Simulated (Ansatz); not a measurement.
Li₂Sn₂⁻. The state is a doublet with charge -1. Geometry PBE-D4/def2-TZVPD.

| atom | x (Å) | y (Å) | z (Å) |
| --- | --- | --- | --- |
| Li1 | -1.4993 | -1.8038 | -0.7127 |
| Li2 | -1.0508 | 1.0651 | -0.1036 |
| Sn3 | 1.6362 | 1.6160 | 0.7253 |
| Sn4 | 0.9139 | -0.8773 | 0.0910 |

In the def2 sets Sn takes a core potential; there is no spin–orbit coupling. At LDA (SPW92)/def2-TZVPD, PBE-D4/def2-TZVPD, BLYP-D4/def2-TZVPD, r2SCAN-D4/def2-TZVPD the highest occupied level of the charge -1 doublet lies above zero (up to 0.53 eV). By energy differences its removal costs 1.45 eV (vertical, to the charge 0 singlet, at PBE0-D4/def2-TZVPD). At r2SCAN-D4/def2-TZVPD, r2SCAN0-D4/def2-TZVPD the charge -1 doublet is spin-contaminated (final ⟨S²⟩ up to 1.14, 0.75 for a pure state). The structure comes from a short search, and lower isomers may exist.

Q: Estimate the α-spin orbital energies around the gap (eV) in Ansatz with LDA (SPW92)/def2-TZVPD, PBE-D4/def2-TZVPD, BLYP-D4/def2-TZVPD, r2SCAN-D4/def2-TZVPD, r2SCAN0-D4/def2-TZVPD.

A: 
```
orbital  LDA (SPW92)/def2-TZVPD  PBE-D4/def2-TZVPD  BLYP-D4/def2-TZVPD  r2SCAN-D4/def2-TZVPD  r2SCAN0-D4/def2-TZVPD
 HOMO−5                   -7.40              -7.20               -7.06                 -7.58                  -8.92
 HOMO−4                   -4.88              -4.66               -4.56                 -4.84                  -5.77
 HOMO−3                   -1.00              -0.91               -0.69                 -1.01                  -1.69
 HOMO−2                   -0.52              -0.42               -0.22                 -0.51                  -1.19
 HOMO−1                   -0.26              -0.14                0.05                 -0.25                  -0.86
   HOMO                    0.29               0.31                0.53                  0.17                  -0.35
   LUMO                    0.90               1.01                1.17                  1.16                   1.62
 LUMO+1                    1.16               1.21                1.39                  1.40                   1.77
 LUMO+2                    1.38               1.49                1.68                  1.59                   2.02
 LUMO+3                    2.15               2.23                2.40                  2.50                   2.86
 LUMO+4                    2.26               2.35                2.49                  2.67                   2.93
 LUMO+5                    2.46               2.47                2.60                  2.84                   3.06
 β HOMO                   -0.22              -0.11                0.07                 -0.24                  -0.87
 β LUMO                    0.78               1.00                1.09                  1.27                   1.51
```
